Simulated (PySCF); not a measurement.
## Correlation energy of F⁺ (fluorine, charge +1)

[He] 2s2 2p4, high-spin 3P determinant. All numbers are calculated (PySCF 2.14, the spin-free X2C one-electron Hamiltonian (Gaussian nucleus), in Sapporo-DZP-2012). Frozen: 1s2; 6 electrons correlated.

MP2 pair energies summed by pair of shells (mhartree):

```csv
pair,energy,share (%)
2p-2p,-50.84,47.0
2s-2p,-49.42,45.7
2s-2s,-7.93,7.3
```

Total MP2 correlation energy: -108.19 mhartree.

Same-spin part -27.71 and opposite-spin part -80.47 mhartree; SCS-MP2 scales them by 1/3 and 6/5 to -105.81 mhartree.

| level | correlation energy (mhartree) |
| --- | --- |
| CCSD | -123.14 |
| (T) | -0.92 |
| CCSD(T) | -124.06 |

Diagnostics: T1 = 0.0041, D1 = 0.0074, largest double amplitude 0.042.

Q: Is a single reference adequate?

A: Yes: T1 lies below 0.03 and no double amplitude reaches 0.07.
